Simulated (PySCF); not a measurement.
## Vibration and rotation of NaGa⁺

UHF-CCSD(T) constants of NaGa⁺, ²Σ⁺ (doublet), unpaired electrons σ ↑ (Na cc-pVDZ, Ga cc-pVDZ-PP with ECP10; scalar-relativistic core potentials (PySCF 2.14); masses 22.9898 and 68.9256 u):

* ωe: 116.6 cm⁻¹
* ωexe: 0.417 cm⁻¹
* Be: 0.084512 cm⁻¹
* αe: 0.000545 cm⁻¹
* D (centrifugal): 1.78e-07 cm⁻¹
* De to Na⁺ + Ga: 0.85 eV

(1) Give the vibrational terms G(v) and spacings up to v = 6.

(2) How well does the Morse estimate ωe²/(4ωexe) reproduce De, and what is D0?

Correlated steps freeze 5 core orbitals. Correlated levels converge slowly with the basis: in double zeta they bind strong bonds too weakly, by up to about 1 eV, and carry superposition errors of some tenths. Spin–orbit coupling is left out. For an ion De counts to the pair picked by the measured ionisation energies or electron affinities, which need not be the lowest pair at this level. The state is the lowest determinant that a PBE0 search found; another state may lie lower at other levels.

Results:

(1) G(v) = ωe(v+½) − ωexe(v+½)².

```
v  G(v) (cm⁻¹)  G(v) − G(v−1)  Bv (cm⁻¹)
0         58.2                   0.08424
1        174.0          115.8    0.08369
2        288.9          114.9    0.08315
3        403.0          114.1    0.08260
4        516.3          113.3    0.08206
5        628.7          112.4    0.08151
6        740.3          111.6    0.08097
```

(2) It gives 1.01 eV, 119 % of the computed De. D0 = De − G(0) = 0.85 − 0.01 = 0.84 eV.
